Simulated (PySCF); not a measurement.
tin monoxide (OSn), SMILES [Sn]=[O] (connectivity only; charge and spin as stated), neutral, multiplicity 1.

The structure is a stationary point at PBE-D3(BJ)/def2-TZVP. The def2 effective core potentials stand for the cores of Sn; spin–orbit coupling is left out.

Method: IEF-PCM-ωB97X/def2-TZVPD run with PySCF 2.14.0.

The values are the electrostatic part of the solvation free energy, E(continuum) − E(gas) at the gas-phase geometry, in a cavity of scaled van der Waals radii (PySCF's table); cavitation and dispersion terms are not included. A continuum can't describe solvent molecules that bind to the metal. In vacuum the orbital gap is 9.38 eV. The dipole moment in vacuum is 4.77 D.

Computed values in water (ε = 78.36), dimethylsulfoxide (ε = 46.83), tetrahydrofuran (ε = 7.43):
| solvent | ε | ΔG(elec) (kcal/mol) | dipole (D) | gap (eV) |
|---|---|---|---|---|
| water | 78.36 | -13.4 | 6.88 | 9.83 |
| dimethylsulfoxide | 46.83 | -13.1 | 6.85 | 9.82 |
| tetrahydrofuran | 7.43 | -10.6 | 6.45 | 9.74 |
